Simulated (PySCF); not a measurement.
C₃H₈In (SMILES C[CH2][In][CH3]), doublet, geometry from GFN2-xTB (such geometries of metal compounds can be far from the true shape) (the spin is typed, not shown lowest) (core potentials on In); PySCF with M062X/def2-SV(P).

Here is a job for PySCF.
```python
from pyscf import gto, scf, dft

mol = gto.M(
    atom='''
In    0.180383    0.451338    0.200769
C    -1.561851    1.146072    1.674964
H    -1.894097    0.254443    2.206083
H    -2.386511    1.537348    1.079984
H    -1.243701    1.899721    2.392665
C    -0.155828   -1.704880   -0.895024
C     0.835226   -2.012747   -1.996975
H    -1.178863   -1.649088   -1.274179
H    -0.111466   -2.444806   -0.092684
H     1.853456   -2.044741   -1.606074
H     0.790707   -1.255953   -2.782148
H     0.626431   -2.983154   -2.459134
''',
    basis='def2-sv(p)',
    ecp={'In': 'def2-sv(p)'},
    charge=0,
    spin=1,
    verbose=4,
)

mf = dft.ROKS(mol)
mf.xc = 'm062x'
mf.kernel()
```

The log (banner, timings and long lists left out):

```
PySCF version 2.14.0

[INPUT] verbose = 4
[INPUT] num. atoms = 12
[INPUT] num. electrons = 47
[INPUT] charge = 0
[INPUT] spin (= nelec alpha-beta = 2S) = 1
[INPUT] symmetry False subgroup None
[INPUT] Mole.unit = angstrom
[INPUT] Symbol           X                Y                Z      unit          X                Y                Z       unit  Magmom
[INPUT]  1 In     0.180383000000   0.451338000000   0.200769000000 AA    0.340874467527   0.852905209609   0.379398424303 Bohr   0.0
[INPUT]  2 C     -1.561851000000   1.146072000000   1.674964000000 AA   -2.951470637378   2.165762199033   3.165223228506 Bohr   0.0
[INPUT]  3 H     -1.894097000000   0.254443000000   2.206083000000 AA   -3.579324583360   0.480827584313   4.168892678059 Bohr   0.0
[INPUT]  4 H     -2.386511000000   1.537348000000   1.079984000000 AA   -4.509852183262   2.905166678148   2.040873978912 Bohr   0.0
[INPUT]  5 H     -1.243701000000   1.899721000000   2.392665000000 AA   -2.350254270848   3.589952403085   4.521481557832 Bohr   0.0
[INPUT]  6 C     -0.155828000000  -1.704880000000  -0.895024000000 AA   -0.294472242539  -3.221756275248  -1.691350234913 Bohr   0.0
[INPUT]  7 C      0.835226000000  -2.012747000000  -1.996975000000 AA    1.578348392116  -3.803540588040  -3.773735827603 Bohr   0.0
[INPUT]  8 H     -1.178863000000  -1.649088000000  -1.274179000000 AA   -2.227728208383  -3.116324675307  -2.407849343672 Bohr   0.0
[INPUT]  9 H     -0.111466000000  -2.444806000000  -0.092684000000 AA   -0.210640212201  -4.620013767693  -0.175147376129 Bohr   0.0
[INPUT] 10 H      1.853456000000  -2.044741000000  -1.606074000000 AA    3.502524223932  -3.864000485669  -3.035039995785 Bohr   0.0
[INPUT] 11 H      0.790707000000  -1.255953000000  -2.782148000000 AA    1.494219674776  -2.373407195326  -5.257497758006 Bohr   0.0
[INPUT] 12 H      0.626431000000  -2.983154000000  -2.459134000000 AA    1.183783025937  -5.637344047401  -4.647089763606 Bohr   0.0

nuclear repulsion = 166.016953182022
number of shells = 44
number of NR pGTOs = 165
number of NR cGTOs = 84
basis = def2-sv(p)
ecp = {'In': 'def2-sv(p)'}

******** <class 'pyscf.dft.roks.ROKS'> ********
method = ROKS
initial guess = minao
damping factor = 0
level_shift factor = 0
DIIS = <class 'pyscf.scf.diis.CDIIS'>
diis_start_cycle = 1
diis_space = 8
diis_damp = 0
SCF conv_tol = 1e-09
SCF conv_tol_grad = None
SCF max_cycles = 50
direct_scf = True
direct_scf_tol = 1e-13
num. doubly occ = 23  num. singly occ = 1
XC library pyscf.dft.libxc version 7.1.2
    S. Lehtola, C. Steigemann, M. J. T. Oliveira, and M. A. L. Marques,  SoftwareX 7, 1–5 (2018)
XC functionals = m062x
    Y. Zhao and D. G. Truhlar,  Theor. Chem. Acc. 120, 215 (2008)
    Y. Zhao and D. G. Truhlar,  Theor. Chem. Acc. 120, 215 (2008)
radial grids:
    Treutler-Ahlrichs [JCP 102, 346 (1995); DOI:10.1063/1.469408] (M4) radial grids

becke partition: Becke, JCP 88, 2547 (1988); DOI:10.1063/1.454033
pruning grids: <function nwchem_prune>
grids dens level: 3
symmetrized grids: False
atomic radii adjust function: <function treutler_atomic_radii_adjust>
small_rho_cutoff = 0
Set gradient conv threshold to 3.16228e-05
tot grids = 142696
init E= -287.76530938996
  HOMO = -0.560608010958447  LUMO = -0.508678676454371  gap/eV = 1.41307
cycle= 1 E= -308.176223908978  delta_E= -20.4  |g|= 1.61  |ddm|=  8.8
  HOMO = 0.0265196576692777  LUMO = 0.0580417513220031  gap/eV = 0.85776
cycle= 2 E= -308.481103313823  delta_E= -0.305  |g|=  1.4  |ddm|= 4.62
  HOMO = -0.123256855217285  LUMO = -0.0196559196089243  gap/eV = 2.81913
cycle= 3 E= -308.946398759937  delta_E= -0.465  |g|= 0.178  |ddm|= 2.78
  HOMO = -0.149799622730372  LUMO = -0.0343154069096201  gap/eV = 3.14249
cycle= 4 E= -308.948154302956  delta_E= -0.00176  |g|= 0.184  |ddm|= 0.36
  HOMO = -0.147726716256996  LUMO = -0.0369166888230623  gap/eV = 3.01529
cycle= 5 E= -308.959413719249  delta_E= -0.0113  |g|= 0.0164  |ddm|= 0.173
  HOMO = -0.145224206730408  LUMO = -0.0356114996491712  gap/eV = 2.98271
cycle= 6 E= -308.959573188342  delta_E= -0.000159  |g|= 0.0105  |ddm|= 0.0362
  HOMO = -0.144520091939398  LUMO = -0.0351683777836129  gap/eV = 2.97561
cycle= 7 E= -308.959639921262  delta_E= -6.67e-05  |g|= 0.00343  |ddm|= 0.0204
  HOMO = -0.144939723901956  LUMO = -0.0355726049662444  gap/eV = 2.97603
cycle= 8 E= -308.95965169971  delta_E= -1.18e-05  |g|= 0.00153  |ddm|= 0.0107
  HOMO = -0.145152976783947  LUMO = -0.0356994960176653  gap/eV = 2.97838
cycle= 9 E= -308.959653640985  delta_E= -1.94e-06  |g|= 0.000536  |ddm|= 0.00395
  HOMO = -0.145171249156126  LUMO = -0.0356960519341794  gap/eV = 2.97897
cycle= 10 E= -308.95965393023  delta_E= -2.89e-07  |g|= 0.000125  |ddm|= 0.00179
  HOMO = -0.145150575891982  LUMO = -0.0356873708640375  gap/eV = 2.97865
cycle= 11 E= -308.959653944699  delta_E= -1.45e-08  |g|= 3.47e-05  |ddm|= 0.000369
  HOMO = -0.145157369091747  LUMO = -0.0356917070822735  gap/eV = 2.97871
cycle= 12 E= -308.959653945765  delta_E= -1.07e-09  |g|= 7.07e-06  |ddm|= 9.98e-05
  HOMO = -0.14515657427669  LUMO = -0.035691764666451  gap/eV = 2.97869
cycle= 13 E= -308.959653945818  delta_E= -5.24e-11  |g|= 1.01e-06  |ddm|= 2.54e-05
  HOMO = -0.145156411488527  LUMO = -0.0356915439257932  gap/eV = 2.97869
Extra cycle  E= -308.959653945817  delta_E= 9.09e-13  |g|= 9.96e-07  |ddm|= 3.15e-06
converged SCF energy = -308.959653945817
```
